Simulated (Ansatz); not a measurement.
`C=C[CH2][Al]([F])[F]` + `CC(C)N` → `CC(C)[NH][Al]([F])[F]` + `C=CC`  (ligand exchange at the Al–C bond)

Gas-phase electronic energies from Ansatz, PBE0-D4/def2-TZVP geometries. CBS: MP2 limit from def2 TZ/QZ plus the TZ coupled-cluster correction, frozen cores. DFT in def2-TZVPP. One conformer a species, not always the lowest.

```
         level  ΔE (eV)
        PBE-D4    -0.80
        B2PLYP    -0.95
        r2SCAN    -0.83
          PBE0    -0.81
MP2/def2-TZVPP    -0.92
 HF/def2-QZVPP    -1.07
  HF/CBS(def2)    -1.07
 MP2/CBS(def2)    -0.91
```

Question: What does CCSD(T)/CBS give? (Best estimate.)

Answer: Ansatz gave: -0.92 eV. The listed levels differ from it by 0.12, -0.03, 0.09, 0.11, 0.00, -0.15, -0.15, 0.01 eV.

Largest T1 diagnostic among the species: 0.012.

In def2-TZVPP, CCSD(T) changes the Hartree–Fock value by +0.13 eV (the triples alone add +0.03 eV) and MP2 by +0.14 eV.
